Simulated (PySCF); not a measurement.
F2Si, SMILES F[Si]F (connectivity only; charge and spin as stated), charge +1, multiplicity 2.

Coordinates come from a B3LYP-D3(BJ)/def2-TZVP optimisation. The isomer is the one that the SMILES or the coordinates give; other isomers of the formula were not compared.

Level of theory: CAM-B3LYP/def2-TZVPD (PySCF).

Gas-phase values at a fixed geometry.

Computed frontier levels, dipole moment and polarisability:
```
Quantity                                                            Value
------------------------------------------------  -----------------------
α spin, highest occupied and lowest empty level       -18.51 and -8.78 eV
β spin, highest occupied and lowest empty level      -22.02 and -11.81 eV
dipole moment about the centre of nuclear charge                   2.91 D
mean static polarisability                           18.9 bohr³ (2.80 Å³)
polarisability, principal values                   17.1, 18.3, 21.1 bohr³
⟨S²⟩                                              0.752 (pure state 0.75)
```
